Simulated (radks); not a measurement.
Values are calculated unless marked as measured or tabulated.
Valence configurations of neutral lutetium (all share [Xe]). Level of theory: scalar-relativistic Kohn-Sham, BLYP, spin-polarised, spherical densities, point nucleus; open shells are filled with parallel spins first (spin-orbit coupling, left out, can overturn this in heavy ions) (a radial shooting solver on a logarithmic mesh with Libxc functionals). Order these by energy: 4f14 5d1 6s1.5 6p0.5; 4f12 5d1 6s2 6p2; 4f14 5d1.5 6s1.5; 4f13 5d2 6s1 6p1; 4f12 5d3.5 6s1.5; 4f13.5 5d1.5 6s2; 4f14 5d1 6s2; 4f13 5d1 6s2 6p1; 4f12 5d3 6s2; 4f14 5d1 6s1 6p1.

Answer. From the lowest, in eV above it: 4f14 5d1 6s2 0.000; 4f14 5d1.5 6s1.5 1.227; 4f14 5d1 6s1.5 6p0.5 1.484; 4f14 5d1 6s1 6p1 2.850; 4f13.5 5d1.5 6s2 4.417; 4f13 5d1 6s2 6p1 12.453; 4f13 5d2 6s1 6p1 13.053; 4f12 5d3 6s2 25.890; 4f12 5d3.5 6s1.5 26.055; 4f12 5d1 6s2 6p2 34.682. NIST lists [Xe] 4f14 5d1 6s2 as the ground configuration; this level of theory agrees among the configurations tried. The energies are those of spherical high-spin densities, not of single terms.
